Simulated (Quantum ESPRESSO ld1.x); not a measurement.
These are the eigenvalues of the occupied orbitals of an atom or ion with whole-number occupations (hartree). Calculated with ld1.x of Quantum ESPRESSO 7.5: Dirac Kohn-Sham, PBE, spin-unpolarised, spherical densities, point nucleus.

orbital  eigenvalue
1s1/2      -2321.80
2s1/2      -395.423
2p1/2      -377.399
2p3/2      -336.328
3s1/2      -90.0247
3p1/2      -82.0615
3p3/2      -73.3008
3d3/2      -59.8037
3d5/2      -57.8912
4s1/2      -18.3553
4p1/2      -15.1143
4p3/2      -13.1218
4d3/2      -7.79876
4d5/2      -7.43514
5s1/2      -2.78435
5p1/2      -1.88490
5p3/2      -1.62740
4f5/2      -0.92677
4f7/2      -0.87069
6s1/2      -0.55959
6f5/2      -0.06829
6f7/2      -0.06821

Which element is it, and in what charge state? The configuration may be excited. Open shells, if any, are shared by 2j + 1.

Answer. Z = 71, lutetium, charge +1: Lu+ in [Xe] 4f14 6s1 6f1. The list shows which subshells hold electrons but not how many an open one holds; the 1s level, -2321.8 hartree, gives Z - s = 68.1 by -(Z - s)^2/2, which with screening and relativity narrows Z to a few neighbours, and the depths of the outer levels then fix element, charge and occupations together.
